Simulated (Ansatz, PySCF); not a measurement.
Process, species as SMILES: FF → 2 F atom (the F-F bond at the site shown breaks; other sites are not compared here)
Geometries: B3LYP-D3(BJ)/def2-TZVP minima from Ansatz (a first-principles code). Unstable Hartree-Fock reference: FF.

Property: bond dissociation energy (enthalpy at 298 K, with B3LYP-D3(BJ) rigid-rotor harmonic-oscillator terms from PySCF), in kcal/mol. Correlated levels leave the core frozen unless marked. Open shells are spin-unrestricted. No spin-orbit coupling. No relativistic terms. CBS marks a two-point X^-3 extrapolation of the correlation energy; Hartree-Fock from the larger set (for Q and 5 zeta extrapolated as (X+1)exp(-9√X)).

From measured enthalpies of formation at 298 K: 37.9 kcal/mol (FF 0.0, ATcT 1.112; F atom 19.0, ATcT 1.112). It holds spin-orbit effects, which the calculations lack, and core correlation, which the frozen-core levels lack.

```json
[
 {"level": "PBE-D4/def2-TZVPD", "program": "Ansatz + dftd4", "bond dissociation energy (kcal/mol)": "51.9", "error against measurement": "14.0"},
 {"level": "r2SCAN-D4/def2-TZVPD", "program": "Ansatz + dftd4", "bond dissociation energy (kcal/mol)": "38.1", "error against measurement": "0.2"},
 {"level": "CAM-B3LYP-D3(BJ)/def2-TZVPD", "program": "Ansatz + dftd3", "bond dissociation energy (kcal/mol)": "36.3", "error against measurement": "-1.6"},
 {"level": "RPA@PBE/cc-pVTZ", "program": "Ansatz", "bond dissociation energy (kcal/mol)": "25.9", "error against measurement": "-12.0"},
 {"level": "MP2/cc-pVQZ", "program": "Ansatz", "bond dissociation energy (kcal/mol)": "41.8", "error against measurement": "3.9"},
 {"level": "CCSD(T)/aug-cc-pVDZ", "program": "Ansatz", "bond dissociation energy (kcal/mol)": "28.3", "error against measurement": "-9.6"},
 {"level": "CCSD(T)/CBS(cc-pVQZ,cc-pV5Z)", "program": "Ansatz", "bond dissociation energy (kcal/mol)": "37.7", "error against measurement": "-0.2"}
]
```
